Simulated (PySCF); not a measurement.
Species: C8H10P2.
Numbering: `[CH3:1][c:2]1[cH:3][p:4][c:5]([CH:6]2[CH2:7][CH2:8]2)[cH:9][p:10]1`

NICS is the negative of the GIAO shielding at a point without a nucleus: at the ring centre (0) and 1 Å above and below it (1); zz is the component along the ring normal. Level: GIAO PBE0/pcSseg-1 (PySCF, non-relativistic, gas phase) on the GFN2-xTB geometry, one conformer.

Ring bond lengths (Å), with Mayer bond orders in brackets: C2–C3 1.375 (1.45), C3–P4 1.732 (1.36), P4–C5 1.757 (1.22), C5–C9 1.377 (1.48), C9–P10 1.735 (1.31), P10–C2 1.747 (1.28); C6–C7 1.506 (0.93), C7–C8 1.489 (0.97), C8–C6 1.507 (0.93).

Question: Give the NICS values of each ring in ppm.

Answer: 
```
              ring                                                 type  NICS(0)  NICS(1), two faces  NICS(1)zz, two faces  rms pucker (Å)  centre to ring atoms, mean (Å)
C2–C3–P4–C5–C9–P10  6-membered ring with 2 P; formal bonds all aromatic     -6.2         -9.5 / -9.5         -22.5 / -22.4            0.00                            1.61
          C6–C7–C8       3-membered carbocycle; formal bonds all single    -41.9         -6.8 / -7.8         -24.9 / -23.7            0.00                            0.87
```

Question: What can be read from them?

Answer: 
- C2–C3–P4–C5–C9–P10: mean NICS(1)zz -22.5 ppm, shielded.
- C6–C7–C8: mean NICS(1)zz -24.3 ppm, shielded. C6, C7, C8 have four or more neighbours; no verdict on aromaticity is drawn. NICS(0) lies 35 ppm below the mean NICS(1).

Question: How equal are the bonds by HOMA? HOMA takes Krygowski's 1993 parameters.

Answer: 
- C2–C3–P4–C5–C9–P10: HOMA 0.82; the largest term is that of P4–C5, α(R − Ropt)² = 0.41.

Question: At the second NICS(1) probe listed for ring C2–C3–P4–C5–C9–P10, 1 Å off the ring, what do the in-plane components average?

Answer: The isotropic value is a third of the trace: (3 × -9.5 − (-22.4))/2 = -3.1 ppm.

Question: How shielded are the nuclei of the rings and their hydrogens (means over atoms taken as equivalent)?

Answer: 
| atoms | environment | σ isotropic (ppm) | principal values of the symmetric part, first atom (ppm) |
| --- | --- | --- | --- |
| C2 | substituted aromatic carbon | 8.6 | -156.7, -3.2, 185.6 |
| C3 | aromatic CH carbon | 19.6 | -142.6, 33.5, 167.9 |
| P4 | phosphorus bonded to 2 C | 84.3 | -239.3, -25.8, 517.9 |
| C5 | substituted aromatic carbon | -2.2 | -149.7, -36.1, 179.1 |
| C6 | benzylic-type carbon | 158.5 | 124.4, 132.9, 218.3 |
| C7 (×2) | three-membered-ring carbon | 163.3 | 115.9, 172.4, 202.5 |
| C9 | aromatic CH carbon | 22.8 | -135.5, 46.9, 157.1 |
| P10 | phosphorus bonded to 2 C | 72.2 | -235.0, -24.4, 476.0 |
| H on C3 | aromatic hydrogen | 22.12 | 18.8, 18.9, 28.7 |
| H on C6 | methine hydrogen | 29.67 | 21.9, 28.7, 38.4 |
| H on C7 (×2) | methylene hydrogen | 30.23 | 24.1, 26.2, 40.4 |
| H on C7 (×2) | methylene hydrogen | 30.61 | 24.3, 29.7, 37.7 |
| H on C9 | aromatic hydrogen | 22.35 | 18.7, 19.6, 28.7 |

Time: 1.7 min of wall time. Hardware: one thread of an x86-64 server, no GPU (shared host). This is the whole shielding run at PBE0/pcSseg-1, SCF included.

Conformer computed: `[CH3:1][c:2]1[cH:3][p:4][c:5]([CH:6]2[CH2:7][CH2:8]2)[cH:9][p:10]1`: P4–C5–C6–C7 -34°.
